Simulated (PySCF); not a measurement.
Species: C₃H₄AlN.
Cartesian coordinates in Å at the PBE0-D3(BJ)/def2-SVP level; atoms count from 1:
```xyz
9
C3H4AlN angstrom
C     -2.5733   -0.3240   -0.1562
C     -1.5085    0.2439    0.0368
Al     0.1690    1.1688    0.3442
N      1.4182   -0.4139   -0.0922
C      2.0895   -1.3102   -0.3404
H     -3.5145   -0.8175   -0.3240
H      0.6024    1.4115    1.8598
H      0.6569    2.1830   -0.7857
H      2.7187   -2.1578   -0.5757
```

Theory: PBE0-D3(BJ)/def2-SVP geometry optimisation, gas phase in PySCF 2.14.0.

Problem. Which atoms are bound to Al3, and at what distances?

Solution. 4 atoms: H8 1.595 Å, H7 1.595 Å, C2 1.940 Å, N4 2.063 Å. The nearest atom not counted as bound is C1, at 3.16 Å.

Problem. List the angles at Al3.

Solution. 
```
    angle  degrees  distance of the outer atoms (Å)
H7–Al3–H8    119.6                             2.76
C2–Al3–H7    117.3                             3.02
C2–Al3–H8    117.1                             3.02
N4–Al3–H7     98.8                             2.79
N4–Al3–H8     98.8                             2.79
C2–Al3–N4     97.1                             3.00
```

Problem. What is the shape at Al3?

Solution. Distorted tetrahedral: angles from 97.1° to 119.6°; τ4 = (360° − α − β)/141° = 0.87 with α and β the two widest (0 for a square, 1 for a tetrahedron).

Problem. What are the other bond lengths?

Solution. C1≡C2 1.222 Å; N4≡C5 1.147 Å; C1–H6 1.076 Å; C5–H9 1.082 Å.

Problem. Give some angles away from the centre.

Solution. C1–C2–Al3 179.2°, Al3–N4–C5 178.6°.

Problem. What are the rotational constants (commonest isotopes, rigid rotor)?

Solution. A = 6717, B = 2300, C = 1759 MHz: an asymmetric top.

Point group: Cs (tolerance 0.08 Å). Charge 0, singlet. PBE0-D3(BJ)/def2-SVP frequencies: not computed here.
